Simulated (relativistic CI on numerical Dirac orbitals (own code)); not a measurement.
Computed by Dirac-Coulomb-Breit CI, KLI orbitals optimised for each configuration, model QED (radiative potential, 1s self-energy scaled to tabulated hydrogen-like ionisation energies), unscaled Slater integrals (own radial code, finite nucleus).

The strongest absorption lines from the ground level of an ion, among the configurations computed and to levels below about 214 eV (vacuum wavelength in nm, gf): 7.4735 (0.88), 7.5233 (0.29), 7.5806 (0.56), 7.6468 (26), 7.6946 (1.9), 7.6971 (13), 7.7311 (18), 7.7768 (0.46).

(1) Which ion is it?
A. Nd17+
B. Sm17+
C. Nd13+
D. Nd15+

## Answers

(1) D. Nd15+ has 45 electrons and the ground level 4s²4p⁶4d⁹ ²D5/2; the strongest line goes to 4s²4p⁶4d⁸4f ²F°7/2. The pattern of lines fixes the number of electrons, and along that sequence the line energies rise steadily with the charge (about as its square where n changes within one kind of shell, about linearly where n is kept but much faster in heavy ions where fine structure, which grows about as Z⁴, sets the gap, and irregularly where shells cross), which fixes Z. Configurations outside the model, such as inner-shell arrays, can give stronger lines. At this charge energies of transitions that change n are usually good to better than 1 %, and those within a shell (Δn = 0) to a few per cent. Levels and lines within the n = 5 or 6 shells can be off by up to 10 % or somewhat more, and those that change n by about 2 %, since core polarisation is missing.

LS names give the leading component of a level, which can be under half, so a name can repeat, a term be missing and a line seem to break the LS rules.
